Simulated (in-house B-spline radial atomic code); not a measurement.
Successive ionisation energies of argon; each step leads to the configuration of the next row (after the last: [He] 2s2 2p5). Dirac energy differences include first-order Breit, QED and recoil terms. NIST's values go from ground level to ground level; the uncertainty of those that are theory runs from under 0.1 % in few-electron ions to several per cent in heavy many-electron ones. Computed with an all-electron radial atomic-structure program (B-spline basis): Dirac-Hartree-Fock, average of the configuration, finite nuclei.

```csv
ion,configuration,ionisation energy (eV),tabulated value (eV),tabulated kind,computed minus tabulated (eV),highest orbital,largest mean radius (bohr)
Ar,[Ne] 3s2 3p6,14.8,15.75961,measured,-1.0,3p3/2,1.6654
Ar+,[Ne] 3s2 3p5,27.4,27.62967,measured,-0.2,3p3/2,1.5599
Ar2+,[Ne] 3s2 3p4,?,?,semi-empirical,?,?,?
Ar3+,[Ne] 3s2 3p3,56.5,59.58,semi-empirical,-3.0,3p3/2,1.4059
Ar4+,[Ne] 3s2 3p2,72.8,74.84,semi-empirical,-2.0,3p3/2,1.3451
Ar5+,[Ne] 3s2 3p1,90.1,91.29,measured,-1.1,3p3/2,1.2914
Ar6+,[Ne] 3s2,?,?,semi-empirical,?,?,?
Ar7+,[Ne] 3s1,142.9,143.4567,semi-empirical,-0.5,3s1/2,1.1615
Ar8+,[He] 2s2 2p6,421.7,422.6,semi-empirical,-0.9,2p3/2,0.40621
```

Task: Fill in the row of Ar2+.

Result: ionisation energy (eV): 41.4; tabulated value (eV): 40.735; computed minus tabulated (eV): 0.6; highest orbital: 3p3/2; largest mean radius (bohr): 1.4762.

Task: Fill in the row of Ar6+.

Result: ionisation energy (eV): 122.3; tabulated value (eV): 124.41; computed minus tabulated (eV): -2.2; highest orbital: 3s1/2; largest mean radius (bohr): 1.1965.

Task: Where is the largest jump?

Result: From Ar7+ to Ar8+, by a factor of 2.95 (142.92 to 421.69 eV); the highest orbital goes from 3s1/2 to 2p3/2.

Where a p, d or f electron is removed, the computed value is a mean over both j, so it misses the tabulated one by a part of the spin-orbit splitting; averaging over terms and missing correlation add to the gap, relatively most at low charge.
